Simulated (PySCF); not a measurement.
CH8ClNSi2, singlet, geometry from GFN2-xTB. Base run: HF/6-31G, polarisability (PySCF).

PySCF was given this input:
```python
from pyscf import gto, scf
from pyscf.prop import polarizability

mol = gto.Mole()
mol.atom = '''
    Si    1.231277    0.047839   -0.794386
    Cl    1.413026    1.294288    0.773280
    N     0.079500   -1.181379   -0.427625
    Si   -1.496351   -1.091981    0.316971
    C    -2.272579    0.574548   -0.126650
    H     0.791324    0.858466   -1.927417
    H     2.509176   -0.614555   -1.030011
    H     0.382903   -2.118003   -0.633340
    H    -1.365368   -1.230503    1.773673
    H    -2.248678   -2.221459   -0.241706
    H    -3.272216    0.662090    0.287933
    H    -1.680809    1.396835    0.264843
    H    -2.347758    0.704597   -1.202636
'''
mol.basis = '6-31g'
mol.charge = 0
mol.spin = 0
mol.verbose = 3
mol.build()

mf = scf.RHF(mol)
mf.kernel()
alpha = mf.Polarizability().polarizability()[2, 2]
print('alpha_zz =', alpha)
```

Each row names what was changed in the base input (with any setting that the change needs).

```json
[
 {"change": "base", "alpha_zz (bohr³)": "57.85", "basis functions": "73", "core-seconds (rough)": "4"},
 {"change": "basis = 6-31+G*", "alpha_zz (bohr³)": "___", "basis functions": "___", "core-seconds (rough)": "10"},
 {"change": "functional = pbe", "alpha_zz (bohr³)": "63.25", "basis functions": "73", "core-seconds (rough)": "40"},
 {"change": "finite field (a.u.) = 0.05; conv_tol = 1e-11", "alpha_zz (bohr³)": "58.26", "basis functions": "73", "core-seconds (rough)": "4"},
 {"change": "functional = camb3lyp", "alpha_zz (bohr³)": "___", "basis functions": "73", "core-seconds (rough)": "80"},
 {"change": "finite field (a.u.) = 0.02; conv_tol = 1e-11", "alpha_zz (bohr³)": "57.91", "basis functions": "73", "core-seconds (rough)": "4"},
 {"change": "functional = pbe0", "alpha_zz (bohr³)": "61.49", "basis functions": "73", "core-seconds (rough)": "40"},
 {"change": "finite field (a.u.) = 0.001; conv_tol = 1e-11", "alpha_zz (bohr³)": "57.85", "basis functions": "73", "core-seconds (rough)": "3"},
 {"change": "finite field (a.u.) = 0.001; conv_tol = 1e-6", "alpha_zz (bohr³)": "57.84", "basis functions": "73", "core-seconds (rough)": "3"},
 {"change": "basis = 6-31G*", "alpha_zz (bohr³)": "57.95", "basis functions": "98", "core-seconds (rough)": "7"},
 {"change": "basis = cc-pVDZ", "alpha_zz (bohr³)": "62.94", "basis functions": "122", "core-seconds (rough)": "10"},
 {"change": "finite field (a.u.) = 2e-4; conv_tol = 1e-11", "alpha_zz (bohr³)": "57.85", "basis functions": "73", "core-seconds (rough)": "4"}
]
```

**Question.** Some entries are withheld; supply them.

**Answer.** 
- basis = 6-31+G*, alpha_zz (bohr³): 65.89
- basis = 6-31+G*, basis functions: 118
- functional = camb3lyp, alpha_zz (bohr³): 60.54

Finite-field rows take the second difference of the energy in a field along z; a small field with loose convergence shows SCF noise divided by the square of the field, and a large one adds hyperpolarisability.
